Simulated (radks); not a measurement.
Polarisability of neutral calcium, [Ar] 4s2, at imaginary frequency. All-electron calculation, non-relativistic Kohn-Sham, exchange-only LDA, spin-polarised, spherical densities, point nucleus. Program: a radial shooting solver on a logarithmic mesh with Libxc functionals. Response by self-consistent Sternheimer equations with the Hartree and adiabatic exchange-only LDA kernel.

w (hartree),alpha1(iw) (bohr^3),alpha2(iw) (bohr^5)
0.00266,162.8,3922
0.0143,160.2,3854
0.0360,147.0,3531
0.0697,116.4,2849
0.118,76.91,2009
0.186,44.70,1262
0.280,24.77,725.0
0.413,13.87,391.3
0.605,8.048,202.0
0.892,4.773,100.2
1.35,2.739,47.33
2.12,1.404,20.59
3.59,0.5971,7.696
6.94,0.1958,2.170
17.5,0.04155,0.3506

Static values: alpha1 = 162.9 bohr^3 (24.14 angstrom^3; uncoupled 318.2), alpha2 = 3924 bohr^5, alpha3 = 109400 bohr^7. C6 = 2262, C8 = 281600, triple-dipole C9 = 270500 atomic units. One-pole (London) frequency 4 C6 / (3 alpha1^2) = 0.114 hartree, against 0.111 for minus the highest occupied eigenvalue. The dipole shielding factor is 1.000, as the force sum rule N/Z = 1.000 demands. Recommended static value: 160.8 bohr^3 (Schwerdtfeger and Nagle, 2023 table).
